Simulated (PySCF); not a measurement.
Sn(H)2(Cl)(OH) (ClH3OSn), SMILES [Cl][SnH2][OH].

Geometry optimised at B3LYP-D3(BJ)/def2-SVP. The def2 effective core potentials stand for the cores of Sn; spin–orbit coupling is left out. One conformer was computed; it need not be the lowest.

Level of theory: TDDFT-B3LYP/def2-SVPD (PySCF).

Vertical excitations. Isolated molecule, no solvent.

```csv
state,energy (eV),λ (nm),f,main pairs
S1,5.90,210,0.044,HOMO→LUMO 87 %
S2,5.94,209,0.014,HOMO−1→LUMO 76 %
S3,6.06,204,0.031,HOMO−2→LUMO 84 %
S4,6.57,189,0.001,HOMO→LUMO+1 78 %
S5,6.74,184,0.007,"HOMO−1→LUMO+1 71 %, HOMO→LUMO+1 16 %, HOMO−2→LUMO+1 11 %"
S6,6.94,179,0.002,"HOMO−2→LUMO+1 55 %, HOMO−3→LUMO 27 %, HOMO−1→LUMO+1 13 %"
S7,7.07,175,0.013,"HOMO→LUMO+2 56 %, HOMO−3→LUMO 15 %, HOMO−2→LUMO+1 11 %, HOMO−1→LUMO+2 8 %"
S8,7.26,171,0.003,"HOMO−1→LUMO+2 69 %, HOMO→LUMO+2 22 %"
S9,7.38,168,0.035,"HOMO−2→LUMO+2 58 %, HOMO−1→LUMO+2 17 %, HOMO→LUMO+2 9 %"
S10,7.55,164,0.170,"HOMO−3→LUMO 33 %, HOMO−2→LUMO+2 31 %, HOMO−2→LUMO+1 9 %, HOMO→LUMO+2 7 %"
T1,5.28,235,0,HOMO→LUMO 90 %
T2,5.45,227,0,HOMO−1→LUMO 91 %
T3,5.60,222,0,HOMO−2→LUMO 84 %
T4,6.19,200,0,"HOMO−3→LUMO 64 %, HOMO−1→LUMO+1 13 %"
```
Triplets are in the Tamm–Dancoff approximation, which puts them higher than full response would, so one can lie above its singlet here.
